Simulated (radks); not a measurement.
Problem. The technetium ion Tc8+ is in [Ar] 3d10 4s2 4p(1/2: 2, 3/2: 3). All-electron calculation, Dirac Kohn-Sham, relativistic LDA (MacDonald-Vosko exchange, VWN5 correlation), spin-unpolarised, spherical densities, finite nucleus; Fermi nuclear charge, rms radius of each element as measured or else 0.836 A^(1/3) + 0.57 fm. Program: a radial shooting solver on a logarithmic mesh with Libxc functionals. Sub-shells are occupied by j as written (lower j first in brackets). One electron is removed from 4p3/2, 4p1/2, 3d5/2, 4s1/2 in turn, with full relaxation. Which removal costs least, and what does each cost?

Solution. 4p3/2 171.64 eV; 4p1/2 175.50 eV; 4s1/2 203.77 eV; 3d5/2 402.76 eV. The 4p3/2 electron leaves first.
